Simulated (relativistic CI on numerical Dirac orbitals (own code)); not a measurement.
Crystal-field levels of Rh6+, 4d3

Calculated by Dirac-Coulomb-Breit CI, orbitals from a KLI potential per configuration, model QED (radiative potential, 1s self-energy scaled to tabulated hydrogen-like ionisation energies), valence Slater integrals scaled by 0.85, one configuration in a parametric crystal field (own radial code).

Field parameters in Wybourne normalisation: Oh B⁴₀ = 21Dq, B⁴₄ = √(5/14) B⁴₀. The field is a parameter set, without covalency.

S and J are read from ⟨S²⟩ = S(S + 1) and ⟨J²⟩ = J(J + 1) of each level; they are not fictitious spins.

Oh, 10Dq = 8500 cm⁻¹, the lowest 10 levels:

```csv
E (cm⁻¹),Degeneracy,Irrep,S,J
0.0,4,Γ8,1.49,2.93
8077,4,Γ8,1.46,2.87
8332,2,Γ7,1.49,2.99
9149,4,Γ8,1.49,3.55
9538,2,Γ6,1.48,3.60
13692,2,Γ7,1.47,3.06
14231,4,Γ8,1.39,3.65
14944,4,Γ8,1.31,3.89
16079,2,Γ6,1.42,3.91
18030,4,Γ8,0.66,3.83
```

Oh, 10Dq = 15350 cm⁻¹, the lowest 10 levels:

```
E (cm⁻¹)  Degeneracy  Irrep     S     J
     0.0           4     Γ8  1.49  3.18
   14184           4     Γ8  1.30  3.32
   14937           2     Γ7  1.49  3.06
   15540           4     Γ8  1.47  3.54
   15810           2     Γ6  1.40  3.64
   17692           4     Γ8  0.62  3.85
   19095           4     Γ8  0.87  3.69
   19510           2     Γ6  0.72  3.51
   22437           2     Γ7  1.38  3.00
   23340           4     Γ8  1.39  3.41
```

Oh, 10Dq = 22150 cm⁻¹, the lowest 10 levels:

| E (cm⁻¹) | Degeneracy | Irrep | S | J |
| --- | --- | --- | --- | --- |
| 0.0 | 4 | Γ8 | 1.49 | 3.28 |
| 17176 | 4 | Γ8 | 0.71 | 3.86 |
| 18251 | 4 | Γ8 | 0.54 | 3.98 |
| 18916 | 2 | Γ6 | 0.63 | 3.62 |
| 21596 | 2 | Γ7 | 1.49 | 3.09 |
| 22022 | 4 | Γ8 | 1.46 | 3.41 |
| 23320 | 2 | Γ6 | 1.43 | 3.59 |
| 23350 | 4 | Γ8 | 1.38 | 3.36 |
| 27492 | 2 | Γ7 | 0.79 | 3.64 |
| 27700 | 4 | Γ8 | 0.67 | 3.63 |

Oh, 10Dq = 28950 cm⁻¹, the lowest 16 levels:

```
E (cm⁻¹)  Degeneracy  Irrep     S     J
     0.0           4     Γ8  1.49  3.33
   17855           4     Γ8  0.55  3.92
   18549           4     Γ8  0.52  4.01
   19244           2     Γ6  0.53  3.62
   27640           4     Γ8  1.03  3.49
   27846           2     Γ7  1.21  3.34
   29439           2     Γ7  0.98  3.63
   29656           4     Γ8  1.42  3.34
   29828           2     Γ6  1.49  3.62
   29939           4     Γ8  1.20  3.53
   38558           2     Γ6  1.44  2.71
   39137           4     Γ8  1.48  2.81
   39189           2     Γ7  1.46  2.85
   39246           4     Γ8  1.49  3.02
   44544           2     Γ6  0.61  4.15
   46833           2     Γ6  0.52  4.19
```

Oh, 10Dq = 35800 cm⁻¹, the lowest 10 levels:

| E (cm⁻¹) | Degeneracy | Irrep | S | J |
| --- | --- | --- | --- | --- |
| 0.0 | 4 | Γ8 | 1.50 | 3.36 |
| 18146 | 4 | Γ8 | 0.52 | 3.93 |
| 18728 | 4 | Γ8 | 0.51 | 4.01 |
| 19360 | 2 | Γ6 | 0.51 | 3.62 |
| 29148 | 4 | Γ8 | 0.56 | 3.56 |
| 29483 | 2 | Γ7 | 0.55 | 3.82 |
| 35356 | 2 | Γ7 | 1.48 | 3.15 |
| 35879 | 4 | Γ8 | 1.47 | 3.35 |
| 36430 | 4 | Γ8 | 1.49 | 3.43 |
| 36579 | 2 | Γ6 | 1.49 | 3.63 |

The free-ion ground term has S = 3/2. Every field shown keeps that spin.

Levels of this model without a field, named by their leading LS term: ⁴F3/2 0, ⁴F5/2 1863, ⁴F7/2 4056, ⁴F9/2 6366, ⁴P3/2 15451, ⁴P1/2 15736, ²G7/2 17882, ⁴P5/2 18623 cm⁻¹.
